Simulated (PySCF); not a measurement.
C2H8N2OSi, SMILES C/C=N\[Si@H](N)O. The structure is a stationary point at PBE-D3(BJ)/def2-SVP. The structure was generated by enumeration; whether it is a known compound was not checked. One conformer was computed; it need not be the lowest.

**Question.** Give the equilibrium geometry at PBE-D3(BJ)/def2-SVP (PySCF confirms it by a frequency run) as a Z-matrix. (Estimate from the structure and the level; the computed values follow.)

**Answer.** Several could match; the one computed here: 
```
N
C 1 1.2734
H 2 1.1214 1 118.01
C 2 1.5070 3 113.64 1 179.86
H 4 1.1067 2 112.16 3 179.20
H 4 1.1113 5 109.29 2 122.35
H 4 1.1114 5 109.16 6 115.52
Si 1 1.7536 2 133.51 3 -178.12
O 8 1.6854 1 105.11 2 111.68
H 9 0.9744 8 112.56 1 39.12
N 8 1.7289 9 118.91 10 -75.17
H 11 1.0216 8 120.48 9 -71.11
H 11 1.0224 12 111.74 8 -148.67
H 8 1.5001 9 102.51 10 167.46
```
